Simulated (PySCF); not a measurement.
Some computed properties have been withheld. Give your best values.

Species: C₄H₁₀Cl₂SSi₂.
Structure used (GFN2-xTB), in Å, numbered top down from 1:
```
atom  x, y, z in Å
C1    -2.7245   -0.1588   -0.3660
C2    -1.5654   -0.1823    0.5699
S3    -1.3252    1.0405    1.6253
C4    -0.6167   -1.2991    0.4558
Si5    0.5636   -1.0976   -1.0674
Si6    1.6593    0.9533   -1.0029
Cl7    0.5073    2.5131   -1.5855
C8     2.2193    1.3068    0.7974
Cl9    3.0708   -0.1421    1.4052
H10   -2.3886    0.2209   -1.3333
H11   -3.1335   -1.1557   -0.5225
H12   -3.5026    0.5054    0.0024
H13   -1.1466   -2.2442    0.3347
H14    0.0043   -1.3605    1.3489
H15   -0.2758   -1.2665   -2.2644
H16    1.4680   -2.2483   -1.0055
H17    2.8714    0.9989   -1.8267
H18    2.9170    2.1378    0.8802
H19    1.3882    1.4875    1.4774
```

```tsv
property	level	value
point group of the GFN2-xTB geometry	GFN2-xTB	C1
rotational constants A, B, C of the GFN2-xTB geometry	GFN2-xTB	0.765, 0.555, 0.474 GHz
dipole moment	PBE0/pcSseg-1	2.66 D
HOMO energy	PBE0/pcSseg-1	?
LUMO energy	PBE0/pcSseg-1	?
13C chemical shifts (computed TMS as zero) by class	GIAO PBE0/pcSseg-1	?
1H chemical shifts (computed TMS as zero) by class	GIAO PBE0/pcSseg-1	?
isotropic shieldings of nuclei other than C and H, by class	GIAO PBE0/pcSseg-1	362 (Si6), 418 (Si5), -400 (S3), 941 (Cl9), 976 (Cl7) ppm
```

Gas-phase values; electronic properties from PySCF, density fitting. Geometry: GFN2-xTB, one conformer, isolated molecule. NMR classes are plain means over equivalent atoms (diastereotopic ones count apart unless rotation or inversion swaps them), as if these changed places fast; in this geometry the members of some classes differ.

Problem. The 13C chemical shifts (computed TMS as zero) by class?

Solution. 274.3 (C2), 47.4 (C4), 43.1 (C1), 35.0 (C8) ppm.

Problem. What are the 1H chemical shifts (computed TMS as zero) by class?

Solution. 5.23 (H17), 4.42 (H19), 4.26 (H16), 4.20 (H15), 3.97 (H14), 3.36 (H13), 3.35 (H18), 3.09 (H10/H11/H12) ppm.

Problem. What is the HOMO energy?

Solution. -6.43 eV.

Problem. The LUMO energy?

Solution. -2.11 eV.

The dipole equals about 8.9 × 10⁻³⁰ C·m (1 D = 3.33564 × 10⁻³⁰ C·m). The rotational constants make it an asymmetric top with κ = (2B − A − C)/(A − C) = -0.4, nearer the prolate limit (−1). A dipole of 2.66 D is allowed in C1, and pure rotational transitions are dipole-allowed.
